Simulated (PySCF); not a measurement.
Mo(NH)2(OH)(Me) (CH6MoN2O), SMILES [CH3][Mo](=[NH])(=[NH])[OH], multiplicity 1. Geometry optimised at PBE0-D3(BJ)/def2-SVP. The multiplicity is an assumed one; no other spin state was optimised. The structure was generated by enumeration; whether it is a known compound was not checked. The def2 effective core potentials stand for the cores of Mo; spin–orbit coupling is left out. Other conformers were not sampled.

Computed equilibrium geometry at PBE0-D3(BJ)/def2-SVP (PySCF confirms it by a frequency run) as Cartesian coordinates in Å (one conformer of several):
```xyz
11

Mo    -0.0396     0.0187    -0.0698
N     -1.4695    -0.9193    -0.2693
H     -2.1481    -1.5349    -0.7096
N      1.1289    -0.3399    -1.2871
H      1.4307    -0.8194    -2.1332
O     -0.3933     1.8661     0.1016
H      0.0806     2.5515    -0.3816
C      0.8200    -0.7472     1.6986
H      1.0101    -1.8279     1.6334
H      0.1244    -0.5581     2.5322
H      1.7744    -0.2276     1.8815
```
